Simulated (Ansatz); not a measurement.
C4H6F2O can be A, `F[C@@H]1CC[C@H](F)O1`, or B, `FC1(F)CCOC1`.

Computed with Ansatz on PBE0-D4/def2-TZVP structures; ΔE is electronic, products minus reactants. CCSD(T)/CBS adds triple-zeta CCSD(T) − MP2 to the extrapolated MP2 energy (def2 sets, frozen cores). DFT in def2-TZVPP. B3LYP here is the variant with VWN-RPA as its local correlation; programs differ in this.

(1) Which isomer does CCSD(T)/CBS put lower? Give the gap. (Best estimate.)

(2) Give E(B) − E(A) in kJ/mol with CCSD/def2-TZVPP, PBE-D4, CCSD(T)/def2-TZVPP, B3LYP-D4, LDA (SPW92), HF/def2-TZVPP, B3LYP. (Best estimate.)

(3) Does the order hold for the free energy at 298.15 K (harmonic terms from PBE0-D4)? (An estimate is asked.)

Largest T1 diagnostic: 0.012.

Results:

(1) Ansatz gave: A, by 38.4 kJ/mol.

(2) Computed: CCSD/def2-TZVPP 38.7, PBE-D4 39.2, CCSD(T)/def2-TZVPP 39.5, B3LYP-D4 38.2, LDA (SPW92) 38.9, HF/def2-TZVPP 37.3, B3LYP 38.1. None reverses the order clearly.

(3) Computed: Yes: G(B) − G(A) = +35.6 kJ/mol. Modes under 60 cm⁻¹, often nearly free rotors, make the harmonic entropy too high.

Leaving LDA and LC-ωPBE aside and taking each functional with its dispersion term where it has one, the values, not all of them listed here, spread over 2.7 kJ/mol, from B97M-V to PBE-QIDH.
